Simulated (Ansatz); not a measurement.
A single point on `NCC[SiH2]N`.

```yaml
crystal:
  periodic: [false, false, false]
  atoms:
    - {symbol: N, position_ang: [-0.497556, 1.761813, 1.783507]}
    - {symbol: C, position_ang: [-0.596156, 0.912077, 0.604282]}
    - {symbol: C, position_ang: [0.297707, -0.307950, 0.734868]}
    - {symbol: Si, position_ang: [0.153377, -1.530434, -0.681657]}
    - {symbol: N, position_ang: [0.568066, -0.949044, -2.246862]}
    - {symbol: H, position_ang: [-1.071417, 2.589949, 1.678828]}
    - {symbol: H, position_ang: [0.457578, 2.078326, 1.903834]}
    - {symbol: H, position_ang: [-1.639837, 0.590111, 0.515715]}
    - {symbol: H, position_ang: [-0.351820, 1.436939, -0.333942]}
    - {symbol: H, position_ang: [1.347483, 0.004615, 0.815323]}
    - {symbol: H, position_ang: [0.062262, -0.832904, 1.668820]}
    - {symbol: H, position_ang: [-1.263099, -1.985302, -0.760121]}
    - {symbol: H, position_ang: [1.049134, -2.681431, -0.383700]}
    - {symbol: H, position_ang: [-0.063075, -0.362286, -2.766076]}
    - {symbol: H, position_ang: [1.525450, -0.775480, -2.503519]}
basis:
  gaussian: {orbitals: def2-QZVPP}
correlation: {method: mp2}
```

```sh
$ ansatz run in.yaml --threads 4 --pin off --events-out ev --progress --plain --max-ram 10444MiB
```

Output, abridged:

```
Functional definition: HF
3530 factors; integrals over basis functions are off by at most 9.3e-4 eV
mean field evaluation 1: about -13042.3430 eV, gradient 5.1e1 eV
mean field evaluation 2: about -13042.4745 eV, gradient 5.1e1 eV
mean field evaluation 4: about -13048.4588 eV, gradient 4.3e0 eV
mean field evaluation 8: about -13048.5317 eV, gradient 2.6e-1 eV
mean field -13048.53200547 eV, -479.5247065883 hartree, gradient 2.8e-6 eV, S^2 0.000000; 0 other end points of the search recorded, 0 dependent functions left out
9 core orbitals not correlated: weight in the atoms' cores, before any rotation towards them, 1.000 or more for the frozen orbitals, at most 0.000 for the correlated occupied ones
reference -13048.53200547 eV, -479.5247065883 hartree; 16, 16 occupied and 573, 573 virtual orbitals, 3530 factors
second order -26.47062720 eV of doubles, -0.00000000 eV of singles
Total energy: -13075.00263267 eV, -480.4974841956 hartree
```

Hardware: 4 threads of an Arm Neoverse V1 on a shared host. Wall time 42 s, peak host memory 5 GiB.
